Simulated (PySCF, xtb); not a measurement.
H₂I₂O₂Si, SMILES O[Si](I)(I)O.

GFN2-xTB in xtb 6.7.1 at its own geometry gives an orbital gap of 5.66 eV and a dipole moment of 6.15 D.

Coordinates come from a PBE-D3(BJ)/def2-SVP optimisation. The def2 effective core potentials stand for the cores of I; spin–orbit coupling is left out. The values are those of a single conformer.

**Question.** What does r2SCAN/def2-TZVP (PySCF) give? (The exact figures need the calculation; the answer reports its results.)

**Answer.** gap 4.98 eV (levels -6.89 and -1.91 eV), dipole 1.43 D.
